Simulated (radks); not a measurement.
The numbers below are computed, except where a source is named.
These are the eigenvalues of the occupied orbitals of an atom or ion with whole-number occupations (hartree). Level of theory: non-relativistic Kohn-Sham, PBEsol, spin-unpolarised, spherical densities, point nucleus (a radial shooting solver on a logarithmic mesh with Libxc functionals).

| orbital | eigenvalue |
|---|---|
| 1s | -720.1520 |
| 2s | -108.6986 |
| 2p | -100.9766 |
| 3s | -26.45441 |
| 3p | -23.47717 |
| 3d | -18.02915 |
| 4s | -10.53050 |

Which element is it, and in what charge state? The configuration may be excited.

Answer. Z = 42, molybdenum, charge +13: Mo13+ in [Ar] 3d10 4s1. The list shows which subshells hold electrons but not how many an open one holds; the 1s level, -720.15 hartree, gives Z - s = 38.0 by -(Z - s)^2/2, which with screening narrows Z to a few neighbours, and the depths of the outer levels then fix element, charge and occupations together.
